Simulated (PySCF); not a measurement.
**Peak assignment**

Numbering as in the mapped SMILES `[CH3:1][C:2]#[C:3][Si@@H:4]([F:5])[C@@H:6]([CH3:7])[N:8]([CH3:9])[CH3:10]`. Each H is labelled by its parent atom.

[PySCF 2.14: GFN2-xTB geometry; σ from GIAO-PBE0/pcSseg-1; non-relativistic; a single conformation; gas phase; equivalent nuclei averaged]

References, each an isolated molecule treated in the same way: TMS for $^{13}$C (σref 186.93), $^{1}$H (σref 31.72).

Task: Assign these signals to the numbered atoms. $^{13}$C{$^{1}$H} NMR (computed): δ 115.4, 85.4, 56.0, 44.9, 5.8, 5.2.

Result: 
| δ (ppm) | atoms | environment | reason |
| --- | --- | --- | --- |
| 115.4 | C2 | alkyne carbon | – |
| 85.4 | C3 | alkyne carbon | sp carbons lie upfield of alkene carbons because the cylindrical π system leaves one tensor component strongly shielded |
| 56.0 | C6 | sp3 CH bonded to N and Si | pulled downfield by the heteroatom |
| 44.9 | C9/C10 | methyl carbon bonded to N | the inductive effect lowers its shielding |
| 5.8 | C1 | propargylic methyl carbon | saturated and bonded to C and H only |
| 5.2 | C7 | methyl carbon | saturated and bonded to C and H only |

C1 and C7 lie closer than the usual error of such a calculation, so a measured spectrum could show them in the other order.

Task: Assign these signals to the numbered atoms. $^{1}$H NMR (300 MHz, computed): δ 5.07 (m, 1H), 2.52 (m, 1H), 2.36 (s, 6H), 2.13 (s, 3H), 1.20 (d, 3H).

Result: 
| δ (ppm) | atoms | environment | reason |
| --- | --- | --- | --- |
| 5.07 | H(Si4) | hydrogen on a silicon bonded to 2 C, F | – |
| 2.52 | H(C6) | hydrogen on an sp3 CH bonded to N and Si | its carbon carries N, an electronegative neighbour |
| 2.36 | H(C9)/H(C10) | hydrogen on a methyl carbon bonded to N | its carbon carries N, which withdraws density |
| 2.13 | H(C1) | hydrogen on a propargylic methyl carbon | – |
| 1.20 | H(C7) | hydrogen on a methyl carbon | – |

Splittings by $^{19}$F in the carbon and heteronuclear signals aren't shown, as no couplings were computed. Shifts are as computed. Against solution values, carbons near 30 ppm lie about +3 ppm off and those near 130 ppm about +5 ppm. Of 1309 compounds with measured shifts, 239 miss one by over three times the rms of a fit or turn the order of signals round; such compounds aren't used in these exercises. No couplings were computed; multiplicities are counted from neighbouring protons, with m where these are inequivalent, close in shift, in a saturated or five-membered ring or joined by F or P, and br s for small geminal =CH2 splittings.
